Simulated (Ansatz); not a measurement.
# Molecular dynamics of H$_{2}$CO

Input:

```yaml
crystal:
  lattice:
    - [7.872994, 0.0, 0.0]
    - [0.0, 7.872994, 0.0]
    - [0.0, 0.0, 7.872994]
  atoms:
    - { symbol: O, position: [0.51935732, 0.41915342, 0.46404271] }
    - { symbol: C, position: [0.40096697, 0.4236123, 0.36154646] }
    - { symbol: H, position: [0.36264143, 0.31712175, 0.25472679] }
    - { symbol: H, position: [0.31096488, 0.51619059, 0.32739952] }
    - { symbol: O, position: [0.07842061, 0.7161293, 0.73750327] }
    - { symbol: C, position: [-0.03157616, 0.81239066, 0.71649211] }
    - { symbol: H, position: [-0.09182565, 0.91753805, 0.81462605] }
    - { symbol: H, position: [-0.11859838, 0.8235899, 0.59328973] }
    - { symbol: O, position: [0.39718271, 0.69314424, 0.13663694] }
    - { symbol: C, position: [0.30220964, 0.7111455, 0.01268308] }
    - { symbol: H, position: [0.33105696, 0.6337922, -0.10068818] }
    - { symbol: H, position: [0.20192421, 0.79557682, -0.03274093] }
    - { symbol: O, position: [0.70707684, 1.01448335, 0.26611941] }
    - { symbol: C, position: [0.7035847, 0.89358935, 0.15562689] }
    - { symbol: H, position: [0.71437164, 0.89988506, 0.01452085] }
    - { symbol: H, position: [0.71393431, 0.76251969, 0.1944805] }
    - { symbol: O, position: [0.04240444, 0.0849168, 0.26115184] }
    - { symbol: C, position: [0.10986273, -0.03449935, 0.32286674] }
    - { symbol: H, position: [0.1863736, -0.13191849, 0.2412538] }
    - { symbol: H, position: [0.10176879, -0.06176222, 0.47361823] }
    - { symbol: O, position: [0.58476218, 0.46797008, 0.7862428] }
    - { symbol: C, position: [0.52807122, 0.56778979, 0.68746416] }
    - { symbol: H, position: [0.39408898, 0.60526016, 0.67924435] }
    - { symbol: H, position: [0.64478548, 0.64177052, 0.62623173] }
    - { symbol: O, position: [0.38622375, 0.14945789, 1.03337028] }
    - { symbol: C, position: [0.26206066, 0.19225394, 0.95816445] }
    - { symbol: H, position: [0.15109637, 0.23728247, 1.01985924] }
    - { symbol: H, position: [0.28038341, 0.21448111, 0.82415067] }
    - { symbol: O, position: [0.8707038, 0.44993499, 0.44311104] }
    - { symbol: C, position: [1.0211503, 0.47451973, 0.45822536] }
    - { symbol: H, position: [1.08532876, 0.60744638, 0.48235142] }
    - { symbol: H, position: [1.12947725, 0.36205808, 0.42861365] }
    - { symbol: O, position: [0.92667616, 0.40275361, 0.04269939] }
    - { symbol: C, position: [0.7845943, 0.36435953, 0.0811167] }
    - { symbol: H, position: [0.66424453, 0.38586992, 0.01947382] }
    - { symbol: H, position: [0.78170853, 0.30705414, 0.22516741] }
    - { symbol: O, position: [0.45093188, 0.06652141, 0.59451075] }
    - { symbol: C, position: [0.60121545, 0.07128812, 0.6031147] }
    - { symbol: H, position: [0.6798689, 0.18870997, 0.64219894] }
    - { symbol: H, position: [0.68369963, -0.03673818, 0.56036768] }
basis:
  ecutwfc: 420.0
kpoints:
  mp_grid: { grid: [1, 1, 1] }
hamiltonian:
  xc: pbe
  dispersion: d3bj
scf:
  occupations: { method: fermi_dirac, width: 0.02 }
  lower_state_search: "off"
md:
  timestep: 0.5
  n_steps: 320
  ensemble: npt_langevin
  temperature: 1000.0
  initial_velocities: maxwell_boltzmann
  seed: 201965
  friction: 0.01
  pressure: 0.0
  fix_cell: []
```

Command:

```bash
$ ansatz run input.yaml --threads 1 --pin off --max-ram 3072MiB --backend cpu --events-out ev --progress --plain --runs-dir out
```

It goes on from the last frame of an earlier run, with new velocities.

Output, in part (step lines):

```
md step     0: t =     0.00 fs  T =   975.0 K  F+E_penalty+E_count = -8487.49963569 eV  E_kin = 5.041140 eV  conserved = -8482.99193582 eV  P_inst = 1.4805 GPa  V = 487.9999 Å³  selection 1  (11 SCF iters)
[... lines left out ...]
```

The steps, from the saved trajectory:

```csv
time (fs),T (K),potential energy less start (eV),conserved less start (meV/atom),P (GPa),volume (Å³)
0.0,975,0.000,0.00,1.5,488.0
5.0,1058,-0.668,-0.04,3.6,489.0
10.0,846,0.056,-0.03,-1.0,491.5
15.0,972,-0.648,-0.27,2.4,494.4
20.0,965,-0.482,-0.24,2.7,498.5
25.0,704,0.446,0.05,0.7,504.1
30.0,901,-0.816,-0.10,0.9,511.0
35.0,668,0.498,0.07,0.6,518.6
40.0,1026,-0.957,-0.26,2.1,527.2
45.0,850,-0.574,-0.14,-0.3,536.0
50.0,833,-0.798,-0.18,1.0,543.9
55.0,814,-0.835,-0.13,1.0,551.5
60.0,779,-0.737,0.00,0.4,559.6
65.0,796,-0.798,-0.09,1.6,566.6
70.0,843,-1.146,-0.03,-0.6,573.3
75.0,883,-1.082,-0.10,0.0,580.3
80.0,843,-0.608,-0.04,1.0,587.6
85.0,914,-1.205,-0.04,0.5,595.4
90.0,905,-1.129,-0.12,0.8,602.4
95.0,828,-0.610,-0.06,0.5,609.7
100.0,905,-1.228,-0.12,-0.5,617.1
105.0,806,-0.663,0.00,2.3,624.1
110.0,882,-1.057,-0.02,0.4,631.9
115.0,922,-1.152,0.02,0.2,638.4
120.0,902,-0.705,0.01,0.4,643.9
125.0,866,-0.588,0.05,1.5,650.4
130.0,1025,-1.461,-0.04,1.2,657.3
135.0,834,-0.371,0.02,0.0,665.4
140.0,978,-1.053,-0.15,0.4,673.9
145.0,921,-0.749,0.01,0.8,682.1
150.0,881,-0.305,0.04,0.9,689.4
155.0,892,-0.299,0.04,-0.4,697.6
160.0,993,-0.993,-0.17,0.8,705.6
```

All steps were run. The conserved energy stayed within 0.4 meV per atom of its start (net change -0.17 meV per atom), so the integration is sound. A run of 0.16 ps of so small a system gives no equilibrium averages. Limits of this set-up: coarse k mesh. The cell's volume went from 488 to 706 Å³.

Mean squared displacements from the first frame to the last, about the centre of mass, the cell's change included: O 1.18 Å², C 1.34 Å², H 4.53 Å².

Last frame:

```xyz
40
Lattice="9.3480 0.2142 0.2924 0.2142 8.7624 0.4516 0.2924 0.4516 8.6511" Properties=species:S:1:pos:R:3
O 4.617 3.285 4.601
C 4.324 3.779 3.507
H 4.901 4.658 3.145
H 3.378 3.540 2.825
O 0.557 6.769 6.959
C -0.536 7.164 7.269
H -1.428 7.169 6.655
H -0.545 7.436 8.292
O 3.494 6.093 0.527
C 2.671 6.202 1.458
H 1.775 5.606 1.667
H 2.863 6.937 2.365
O 6.674 8.349 2.474
C 6.087 8.078 1.473
H 6.676 8.255 0.400
H 5.094 7.573 1.435
O 1.702 1.762 2.967
C 2.240 1.079 3.873
H 3.037 0.336 3.912
H 2.015 1.426 4.886
O 5.840 5.226 7.603
C 6.063 5.601 6.524
H 5.239 5.813 5.742
H 7.090 5.697 6.053
O 4.183 0.923 8.176
C 4.468 1.921 8.815
H 5.255 2.580 8.441
H 4.117 2.093 9.883
O 8.761 3.811 4.618
C 8.466 2.894 5.313
H 8.611 2.802 6.431
H 7.969 1.969 4.922
O 8.591 3.121 0.380
C 8.165 2.535 1.350
H 8.384 1.568 1.899
H 7.447 3.073 1.921
O 5.374 0.649 4.332
C 5.734 1.063 5.393
H 6.306 0.478 6.218
H 5.328 2.053 5.752
```

The run took 19 min on 1 thread of Intel(R) Xeon(R) Platinum 8488C (Sapphire Rapids), on a shared host, peak memory 0.71 GiB.
